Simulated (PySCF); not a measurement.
A calculated (M06, PySCF 2.14, x2c-TZVPPall, scalar relativity by spin-free X2C-1e) atom or ion has these occupied shells.

```json
{"shell": "1s α", "electrons": "1", "orbital energy (eV)": "-4926.5", "rms radius, mean of both spins (bohr)": "0.0804"}
{"shell": "1s β", "electrons": "1", "orbital energy (eV)": "-4926.5", "rms radius, mean of both spins (bohr)": "0.0804"}
{"shell": "2s α", "electrons": "1", "orbital energy (eV)": "-577.45", "rms radius, mean of both spins (bohr)": "0.352"}
{"shell": "2s β", "electrons": "1", "orbital energy (eV)": "-577.13", "rms radius, mean of both spins (bohr)": "0.352"}
{"shell": "2p α", "electrons": "3", "orbital energy (eV)": "-480.88", "rms radius, mean of both spins (bohr)": "0.322"}
{"shell": "2p β", "electrons": "3", "orbital energy (eV)": "-480.54", "rms radius, mean of both spins (bohr)": "0.322"}
{"shell": "3s α", "electrons": "1", "orbital energy (eV)": "-90.945", "rms radius, mean of both spins (bohr)": "1.06"}
{"shell": "3s β", "electrons": "1", "orbital energy (eV)": "-89.824", "rms radius, mean of both spins (bohr)": "1.06"}
{"shell": "3p α", "electrons": "3", "orbital energy (eV)": "-65.222", "rms radius, mean of both spins (bohr)": "1.15"}
{"shell": "3p β", "electrons": "3", "orbital energy (eV)": "-63.976", "rms radius, mean of both spins (bohr)": "1.15"}
{"shell": "3d α", "electrons": "1", "orbital energy (eV)": "-28.067", "rms radius, mean of both spins (bohr)": "1.45"}
{"shell": "4p α", "electrons": "1", "orbital energy (eV)": "-15.933", "rms radius, mean of both spins (bohr)": "3.42"}
```

Question: Name the element and its charge.

Answer: Ti(2+) (titanium, charge +2), in [Ar] 3d1 4p1, one real determinant (an excited configuration).
